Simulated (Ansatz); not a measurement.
A nudged elastic band was laid between two geometries of CH4 + H4OSn (11 atoms, charge 0, multiplicity 1).

Level of theory: RKS revPBE-D4/def2-mTZVP in Ansatz 0.2.0.

```json
{
  "movable images": "7",
  "climbing image": "yes",
  "spring": "5.0 eV/Å²",
  "optimiser": "quadratic models (default)",
  "start path": "through a guess of the saddle point",
  "force threshold": "0.05 eV/Å",
  "iteration limit": "60",
  "end points": "relaxed"
}
```

First end point:

```xyz
11
Properties=species:S:1:pos:R:3
Sn -0.760 1.544 0.646
O -0.324 -0.014 1.858
H -1.830 0.863 -0.515
H -1.508 2.785 1.596
H 0.705 2.119 -0.071
H 0.641 -1.481 -0.159
C 0.756 -1.519 -1.250
H -0.065 0.299 2.745
H 1.371 -2.385 -1.527
H 1.246 -0.601 -1.603
H -0.232 -1.610 -1.720
```

Last end point:

```xyz
11
Properties=species:S:1:pos:R:3
Sn -0.603 1.061 -0.476
O 0.638 -0.762 2.023
H -1.224 2.109 -1.719
H -1.916 0.692 0.589
H 0.605 1.955 0.386
H 0.007 -1.115 2.678
C 0.223 -0.723 -1.389
H 1.176 -0.133 2.538
H 0.715 -1.321 -0.613
H 0.956 -0.451 -2.161
H -0.576 -1.314 -1.856
```

(1) Which bonds break or form, and what moves?

(2) Give the energies along the band, and the barrier.

(3) What is the geometry of the highest image?

## Answers

(1) Bonds broken: Sn1–O2, H6–C7. Bonds formed: Sn1–C7, O2–H6. CH4 + H4OSn becomes CH6Sn + H2O.

(2) The forces met the threshold. The highest image is number 5 of 0 to 8, 1.98 eV above the first end and 1.65 eV above the last; the last end lies 0.33 eV above the first. Neighbouring images differ by up to 1.9 eV, so the band resolves the path poorly. A vibrational analysis at the climbing image gives one clearly imaginary mode, 1285i cm⁻¹: a first-order saddle point. The orbitals stay closed-shell, which can raise the energy where a bond breaks towards radicals; this wasn't checked here.

```
image  path coordinate (Å)  energy (eV)  Sn1–O2 (Å)  H6–C7 (Å)  Sn1–C7 (Å)
    0                 0.00         0.00        2.02       1.10        3.91
    1                 1.57         0.00        2.02       1.10        4.30
    2                 3.13         0.01        2.02       1.10        4.41
    3                 4.70         0.00        2.02       1.10        4.16
    4                 6.27         0.08        2.03       1.10        3.50
    5                 7.83         1.98        2.26       1.47        2.59
    6                 9.50         0.57        3.15       2.32        2.20
    7                11.16         0.36        3.42       3.88        2.17
    8                12.82         0.33        3.33       4.09        2.17
```

(3) 
```xyz
11
Properties=species:S:1:pos:R:3:forces:R:3
Sn -0.536 1.174 0.179 0.00 0.01 0.00
O 0.609 -0.188 1.579 -0.02 0.01 0.02
H -0.182 1.686 -1.443 0.00 0.00 0.00
H -2.186 0.775 0.465 0.01 0.00 0.00
H -0.049 2.507 1.194 0.00 -0.01 0.00
H 0.507 -0.750 0.533 0.01 -0.01 0.00
C 0.093 -1.131 -0.829 0.00 -0.01 0.00
H 1.533 0.103 1.726 0.00 0.00 -0.01
H 0.232 -2.180 -0.509 0.00 0.01 0.00
H 0.867 -0.890 -1.569 0.00 0.00 -0.01
H -0.888 -1.107 -1.328 0.00 0.01 0.00
```

Time of the run: 8.3 min on 2 threads of Intel(R) Xeon(R) CPU @ 2.80GHz (Skylake/Cascade Lake), with other jobs on the host, peak memory 0.21 GiB.
